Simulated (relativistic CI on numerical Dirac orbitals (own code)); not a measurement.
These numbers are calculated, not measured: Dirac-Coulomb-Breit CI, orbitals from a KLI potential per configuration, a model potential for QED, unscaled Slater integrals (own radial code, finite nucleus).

Configuration list (outside the closed core [Ar] 3d10): 4s2.4p3, 4s.4p4, 4s2.4p2.4d, 4p5, 4s.4p3.4d, 4s2.4p2.4f, 4s.4p3.4f, 4p4.4d, 4s.4p2.4d2, 4s2.4p.4d.4f, 4p4.4f, 4p3.4d.4f, 4s.4p2.4f2, 4s2.4p2.5s, 4p4.5s, 4s2.4p2.5p, 4s.4p2.4d.5s, 4s2.4p.4f.5s, 4s.4p3.5s, 4s2.4p2.5d, 4s.4p3.5p, 4s2.4p2.5f, 4s2.4p2.5g, 4s.4p3.5d, 4p3.4f.5s, 4s.4p3.5f, 4s2.4p2.6s, 4s2.4p.4d2, 4s2.4d3, 4s.4p.4d3, 4s2.4d2.4f, 4s.4p.4d2.4f, 4s2.4d2.5s, 4p3.4d2, 4p2.4d3, 4p2.4d2.4f, 4p2.4d2.5s, 4s2.4p.4f2, 4s2.4d.4f2, 4s.4p.4d.4f2, 4s2.4f3, 4s.4p.4f3, 4s2.4f2.5s, 4p3.4f2, 4p2.4d.4f2, 4p2.4f3, 4p2.4f2.5s, 4s.4p2.4d.4f, 4s.4p.4d.4f.5s, 4s2.4p.4d.5s, 4s.4p.4d2.5s, 4s2.4d.4f.5s, 4s2.4d.5s2, 4p3.4d.5s, 4p2.4d.4f.5s, 4p2.4d.5s2, 4s.4p2.4f.5s, 4s.4p.4f2.5s, 4s.4p.4f.5s2, 4s2.4p.5s2, 4s.4p.4d.5s2, 4s2.4f.5s2. Double excitations out of closed p, d and f shells are left out; levels of such configurations are missing from the list, as are those of other unlisted configurations, and high levels can miss mixing partners. These lack a partner that the ground configuration has and come out too high: 4s2.4p2.5p, 4s2.4p2.5d, 4s.4p3.5p, 4s2.4p2.5f, 4s2.4p2.5g.

At this charge energies of transitions that change n are usually good to better than 1 %, and those within a shell (Δn = 0) to a few per cent.

Outline of the computed level scheme of Ir XLV. Lowest level of each configuration: 4s2.4p3 2P°_3/2 at 0.000 eV; 4s2.4p2.4d 2D_3/2 at 164.812 eV; 4s.4p4 4P_5/2 at 219.053 eV; 4s2.4p2.4f 2F°_5/2 at 376.575 eV; 4s.4p3.4d 6D°_3/2 at 379.817 eV.

Some strong electric-dipole decays among the lowest 45 levels: 4s2.4p2.4d 2D_3/2 → 4s2.4p3 2P°_3/2 (2.7e+12 s⁻¹); 4s2.4p2.4d 2P_1/2 → 4s2.4p3 2P°_3/2 (2.2e+12 s⁻¹); 4s2.4p2.4d 2D_5/2 → 4s2.4p3 2P°_3/2 (2.0e+12 s⁻¹); 4s2.4p2.4d 4P_1/2 → 4s2.4p3 4S°_3/2 (1.9e+12 s⁻¹); 4s2.4p2.4d 2F_7/2 → 4s2.4p3 2D°_5/2 (1.6e+12 s⁻¹); 4s2.4p2.4d 2D_3/2 → 4s2.4p3 4S°_3/2 (1.5e+12 s⁻¹); 4s2.4p2.4d 2D_5/2 → 4s2.4p3 2D°_5/2 (1.1e+12 s⁻¹); 4s.4p4 2P_3/2 → 4s2.4p3 2D°_5/2 (9.9e+11 s⁻¹).

LS names give the leading component of a level, which can be under half, so a name can repeat, a term be missing and a line seem to break the LS rules.
